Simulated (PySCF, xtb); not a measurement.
CH4F2NOTa, SMILES C[N]=[Ta]([OH])([F])[F], multiplicity 1.

xtb with GFN2-xTB at its own geometry gives an orbital gap of 2.89 eV and a dipole moment of 4.29 D.

Geometry optimised at PBE-D3(BJ)/def2-SVP. The multiplicity is an assumed one; other spin states were not compared. The def2 effective core potentials stand for the cores of Ta; spin–orbit coupling is left out. One conformer was computed; it need not be the lowest.

Problem. What does r2SCAN/def2-TZVP run with PySCF give? (An estimate is asked for; the answer gives what the named calculation found.)

Solution. gap 5.11 eV (levels -6.44 and -1.33 eV), dipole 2.59 D.
